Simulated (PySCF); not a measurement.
# Computed records: BH6N2Si

All values are calculated (PySCF 2.14.0). Calculation on a computer-drawn molecule: the log of a Hartree-Fock and frozen-core CCSD(T) single point meant for a local Hartree-Fock minimum, with one planted fault or none, to be diagnosed. Offsets are logged minus clean, where the clean run is the same molecule without the fault. The reference is restricted for singlets and unrestricted otherwise, and also for a bond in bohr or an excited solution. Adding or removing an electron swaps singlet and doublet. The excited solution moves the top pair (singlet) or top alpha electron (doublet) to the lowest empty orbital. Highest occupied and lowest empty are orbital energies over both spins, largest force is the largest gradient component, triples share is (T) over the correlation energy, the T1 limit is 0.02 restricted and 0.045 unrestricted, electrons count all cores, a negative frequency is imaginary (commonest isotopes), and the dipole is about the centre of nuclear charge.

```yaml
- formula: BH6N2Si
  logged_structure:
    atoms_angstrom:
      - [B, -2.1853, 2.029, 0.8967]
      - [Si, -1.1746, 0.6539, -0.2249]
      - ["N", -0.3618, 1.0972, -1.5842]
      - ["N", -1.1459, -0.9346, 0.2007]
      - [H, -2.736, 1.6595, 1.8831]
      - [H, -2.1945, 3.1601, 0.5315]
      - [H, -0.3383, 2.0489, -1.9066]
      - [H, 0.1589, 0.4825, -2.1852]
      - [H, -0.6754, -1.6691, -0.2987]
      - [H, -1.6169, -1.2772, 1.0198]
  given:
    meant_charge: 1
    meant_multiplicity: 1
    meant_basis: "cc-pV(D+d)Z"
    logged_electrons: 38
    logged_basis_functions: 95
    logged_SCF_converged: "yes"
    logged_spin_squared: 0.0
    "logged_highest_occupied [eV]": -16.738
    "logged_lowest_empty [eV]": -4.4711
    "logged_largest_force [hartree/bohr]": 2.2644e-05
    "logged_lowest_frequency [cm^-1]": 34.152
    logged_T1_diagnostic: 0.014364
    logged_D1_diagnostic: 0.057874
    logged_triples_share: 0.026079
    logged_CC_converged: "yes"
    "logged_dipole_magnitude [debye]": 0.40531
    logged_SCF_stable_within_its_kind: "yes"
    "logged_energy_HF [hartree]": -425.8233
    "logged_energy_CCSD(T) [hartree]": -426.38014
    possible_faults: "no fault, one electron removed, one electron added, multiplicity raised by two, geometry at a saddle point, SCF held on an excited solution, minimal basis STO-3G, one bond length entered in bohr, all coordinates scaled"
    drawn_bonds_atom: [1, 2, 2, 1, 1, 3, 3, 4, 4]
    drawn_bonds_other_atom: [2, 3, 4, 5, 6, 7, 8, 9, 10]
    drawn_bonds_order: [1, 1, 1, 1, 1, 1, 1, 1, 1]
  results:
    planted_fault: "no fault"
    "HF_energy_offset_from_clean_run [kcal/mol]": 0.0
    "CCSD(T)_energy_offset_from_clean_run [kcal/mol]": 0.0
```
